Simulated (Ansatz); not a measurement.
One change: `O[Si](F)(F)F` becomes `F[Si](F)(F)F`.

Ansatz, PBE0-D4/def2-TZVP geometries, multiplicity 1. Each molecule was computed in one conformer, which needn't be the lowest.

| property | `O[Si](F)(F)F` |
| --- | --- |
| HOMO–LUMO gap (ωB97M-V/def2-TZVPP) / eV | 14.92 |
| HOMO–LUMO gap (PBE/def2-TZVPP) / eV | 8.06 |
| HOMO energy (PBE/def2-TZVPP) / eV | -8.81 |
| HOMO energy (B3LYP/def2-TZVPP) / eV | -10.40 |
| LUMO energy (ωB97M-V/def2-TZVPP) / eV | 1.72 |
| HOMO–LUMO gap (PBE0/def2-TZVPP) / eV | 10.88 |

(1) What does the change do to each property? (An estimate is asked.)

Results:

(1) Computed: 
```
                               property  `F[Si](F)(F)F`  shift
HOMO–LUMO gap (ωB97M-V/def2-TZVPP) / eV           17.62   2.70
    HOMO–LUMO gap (PBE/def2-TZVPP) / eV           10.06   2.00
      HOMO energy (PBE/def2-TZVPP) / eV          -10.59  -1.78
    HOMO energy (B3LYP/def2-TZVPP) / eV          -12.45  -2.05
  LUMO energy (ωB97M-V/def2-TZVPP) / eV            2.34   0.62
   HOMO–LUMO gap (PBE0/def2-TZVPP) / eV           13.30   2.42
```

With PBE0 the HOMO falls by 2.07 eV and the LUMO rises by 0.35 eV, so the gap widens by about 2.42 eV. PBE moves the HOMO by -1.78 eV and ωB97M-V by -2.09 eV. The zero-point energy changes by -29.0 kJ/mol with -3 modes.

B3LYP here is the variant with VWN-RPA as its local correlation; programs differ in this.
